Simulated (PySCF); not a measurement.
PBE on As (arsenic, neutral), [Ar] 3d10 4s1 4p3 4d1, high-spin 6D determinant (an excited configuration). All numbers are calculated (PySCF 2.14, a scalar-relativistic core potential, in aug-cc-pwCVTZ-PP with ECP10MDF (8s7p6d4f1g, 96 functions)).

```
cycle= 1 E= -331.867774186867  delta_E= -0.0244  |g|= 0.0438  |ddm|= 0.476
cycle= 2 E= -331.867795419961  delta_E= -2.12e-05  |g|= 0.0505  |ddm|= 0.111
cycle= 3 E= -331.868045263661  delta_E= -0.00025  |g|= 0.00478  |ddm|= 0.0267
cycle= 4 E= -331.868046475775  delta_E= -1.21e-06  |g|= 0.000428  |ddm|= 0.0054
cycle= 5 E= -331.868046544834  delta_E= -6.91e-08  |g|= 4.82e-05  |ddm|= 0.000921
cycle= 6 E= -331.86804654671  delta_E= -1.88e-09  |g|= 1.93e-06  |ddm|= 0.000232
cycle= 7 E= -331.868046546713  delta_E= -3.13e-12  |g|= 1.05e-07  |ddm|= 8.93e-06
converged SCF energy = -331.868046546713  <S^2> = 8.750874  2S+1 = 6.0002913
```

Highest occupied orbital energy: 0.304 eV; ⟨L²⟩ = 6.01; populations by l: s 3.00, p 9.00, d 11.00, f 0.00.

(1) Can this result be used?

Answers

(1) Not for this state. The run converged. Energies and moments cover only the electrons outside the core potential. The outer electron is Rydberg-like, and this basis confines it to a smaller radius and binds it less than a complete one would. At PBE the highest occupied level has a positive energy, so only the finite basis holds that electron; for this excited configuration the basis is too tight for the outer shell.
